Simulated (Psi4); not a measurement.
F4Hf, singlet, geometry from GFN2-xTB (such geometries of metal compounds can be far from the true shape) (core potentials on Hf).

Input for Psi4:
```
memory 2 GB

molecule {
0 1
Hf   -0.00000000    0.00000000    0.00000000
F     1.20518713    0.85494875   -1.06482888
F     0.87396618   -1.17058852    1.08774057
F    -1.19007541   -0.90801378   -1.03754778
F    -0.88907790    1.22365355    1.01463609
}

set {
  basis def2-sv(p)
}

energy('b3lyp')
print_variables()
```

Q: What does this run give for the dipole moment, number of basis functions, total energy, nuclear repulsion energy?

A: 
The dipole moment is 0.00 D and the number of basis functions is 81. The total energy comes out as -447.3842 Eh and the nuclear repulsion energy comes out as 211.9840 Eh.
